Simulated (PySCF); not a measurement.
# `ClC(C(=C)[Se]C)(Cl)Cl`, C$_{4}$H$_{5}$Cl$_{3}$Se

Cartesian coordinates in Å; atom numbers follow the order of the lines, from 1:
```xyz
13

C    -0.6333    0.0220   -1.2175
C    -0.5999   -0.0447    0.1076
Se    0.9404   -0.4616    1.1576
C     2.3235   -0.3351   -0.2093
C    -1.7709    0.2919    0.9704
Cl   -3.3264   -0.0308    0.1896
Cl   -1.6929    2.0320    1.3762
Cl   -1.7003   -0.6250    2.4845
H    -1.5337    0.2859   -1.7443
H     0.2327   -0.1928   -1.8161
H     2.2657    0.6351   -0.6956
H     2.2150   -1.1438   -0.9277
H     3.2757   -0.4327    0.3068
```

Level of theory: GIAO PBE0/pcSseg-1 magnetisability, rotational g tensor and spin-rotation constants, non-relativistic, gas phase in PySCF 2.14.0. Geometry: GFN2-xTB.

The calculation is non-relativistic, which matters for the atoms heavier than Zn.

Give the nuclear spin-rotation constants along the inertial axes (H = +C I·J) beside the isotropic shieldings.

Rotational constants 1.3925, 0.5856, 0.5429 GHz. A star marks the isotopologue with that one atom substituted, in its own axes.
```tsv
atom	isotope	Caa (kHz)	Cbb (kHz)	Ccc (kHz)	mean (kHz)	σ (ppm)
Cl6	35Cl	0.452	0.276	0.207	0.312	485.2
Cl7	35Cl	0.888	0.333	0.083	0.435	384.1
Cl8	35Cl	0.751	0.127	0.240	0.373	473.0
H9	1H	0.054	-0.019	-0.066	-0.010	25.2
H10	1H	0.053	-0.033	-0.067	-0.015	26.6
H11	1H	-0.128	-0.037	-0.021	-0.062	29.7
H12	1H	-0.135	-0.042	-0.012	-0.063	29.5
H13	1H	-0.013	-0.046	-0.061	-0.040	29.8
C1	13C*	0.615	0.185	0.068	0.289	68.0
C2	13C*	0.748	0.216	0.112	0.359	17.9
Se3	77Se*	1.740	1.234	1.020	1.331	1512.6
C4	13C*	0.194	0.077	0.081	0.117	169.3
C5	13C*	0.414	0.163	0.161	0.246	68.0
```
For the geometry as given, no vibrational averaging.

How do the rotational constants and the g tensor change when H9, H10, H11, H12, H13 are replaced by deuterium?

Constants 1.3143, 0.5609, 0.5124 GHz; g -0.0222, -0.0081, -0.0030, against -0.0233, -0.0084, -0.0031 before.
